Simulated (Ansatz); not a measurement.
Consider the formal exchange of groups at the Si–Si bond: `O[Si](O)(Cl)[SiH](F)Cl` + `C#CCCl` → `O[Si](O)(Cl)Cl` + `C#CC[SiH](F)Cl`.

Isolated molecules relaxed with PBE0-D4/def2-TZVP in Ansatz; ΔE leaves out vibrations. CCSD(T)/CBS is the MP2 limit (def2-TZVPP, def2-QZVPP) plus CCSD(T) − MP2 in def2-TZVPP, frozen cores. DFT in def2-TZVPP. B3LYP here is the variant with VWN-RPA as its local correlation; programs differ in this. Each species was taken in one conformer, which may not be the lowest.

(1) Is it downhill or uphill in electronic energy at CCSD(T)/CBS, and by how much? (Estimate.)

(2) What do these levels give: PBE-D4, B3LYP-D4, B2PLYP, r2SCAN, HF/def2-QZVPP, SCS-MP2/def2-QZVPP? (An estimate is asked.)

Largest T1 diagnostic among the species: 0.011.

Answers

(1) Ansatz gave: Downhill: ΔE = -2.08 eV.

(2) Ansatz gave: PBE-D4 -1.85, B3LYP-D4 -1.95, B2PLYP -2.05, r2SCAN -2.09, HF/def2-QZVPP -2.16, SCS-MP2/def2-QZVPP -2.13 eV.

From PBE to PBE0 (25 % exact exchange), in def2-TZVPP and without D4, ΔE moves by −0.13 eV.
